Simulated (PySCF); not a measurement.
B(F)(Me)(SiH3), SMILES CB(F)[SiH3] (CH6BFSi), PBE0/def2-SVP optimised geometry.

```
10

B      0.09     0.88     0.00
F     -0.55     2.05     0.00
C      1.66     0.88     0.00
H      2.01     0.45    -0.96
H      2.05     0.21     0.78
H      2.10     1.89     0.12
Si    -1.07    -0.80    -0.04
H     -0.27    -2.05     0.11
H     -1.81    -0.88    -1.34
H     -2.10    -0.77     1.05
```

Density from PBE0/def2-TZVP run with PySCF 2.14.0 at that geometry.

Minimum of the electron density along straight lines between bonded atoms, close to the bond critical point (lines longer than 1.1 times the sum of covalent radii, or with two minima, are not listed):

```
bond     length / Å  ρ at the minimum / e bohr⁻³  ∇²ρ there / e bohr⁻⁵  position (fraction from the first atom)
-------  ----------  ---------------------------  --------------------  ---------------------------------------
B1–F2         1.332                        0.197            (withheld)                                     0.34
B1–C3         1.562                        0.194                 -0.33                                     0.33
C3–H4         1.106                        0.261                 -0.84                                     0.64
C3–H5         1.103                        0.264                 -0.86                                     0.64
C3–H6         1.100                        0.268                 -0.89                                     0.64
B1–Si7        2.049                        0.109            (withheld)                                     0.62
Si7–H8        1.497                        0.117                  0.16                                     0.49
Si7–H9        1.499                        0.116                  0.16                                     0.49
Si7–H10       1.498                        0.116            (withheld)                                     0.49
```

Q: Some entries are withheld; supply them.

A: 
- B1–F2, ∇²ρ there / e bohr⁻⁵: 1.24
- B1–Si7, ∇²ρ there / e bohr⁻⁵: -0.06
- Si7–H10, ∇²ρ there / e bohr⁻⁵: 0.15
